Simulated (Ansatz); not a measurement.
Species: CH$_{4}$BO$_{2}$, charge 0, multiplicity 2. It need not be the lowest isomer of its formula. SMILES: CO[B]O
Coordinates optimised at B3LYP-D3(BJ)/def2-TZVP (Ansatz, a first-principles code):
```xyz
8

C      1.7675    -0.2895     0.0553
O      0.4689     0.1585    -0.3205
B     -0.6473    -0.1540     0.3502
O     -1.8563     0.3024    -0.0558
H      1.7279    -0.9121     0.9503
H      2.1900    -0.8626    -0.7700
H      2.3949     0.5817     0.2438
H     -2.5821     0.0130     0.5032
```
Charge 0, spin multiplicity 2.

Atomisation energy built up term by term with Ansatz (kcal/mol; UHF references for open shells; valence terms freeze the core; atomic spin-orbit terms are left out). CBS marks a two-point X^-3 extrapolation of the correlation energy; Hartree-Fock from the larger set (for Q and 5 zeta extrapolated as (X+1)exp(-9√X)).

```json
[
 {"term": "Hartree-Fock", "basis": "CBS(cc-pVQZ,cc-pV5Z)", "kcal/mol": "553.08"},
 {"term": "CCSD correlation", "basis": "CBS(cc-pVQZ,cc-pV5Z)", "kcal/mol": "188.23"},
 {"term": "(T)", "basis": "CBS(cc-pVQZ,cc-pV5Z)", "kcal/mol": "13.14"},
 {"term": "core correlation", "basis": "cc-pwCVTZ", "kcal/mol": "2.99"},
 {"term": "scalar relativity (X2C)", "basis": "cc-pVTZ-DK against cc-pVTZ", "kcal/mol": "-0.82"},
 {"term": "sum: De", "basis": "", "kcal/mol": "756.6"}
]
```

(T) makes 1.7 % of the CCSD(T) atomisation energy; under 5 % is typical of single-reference molecules.
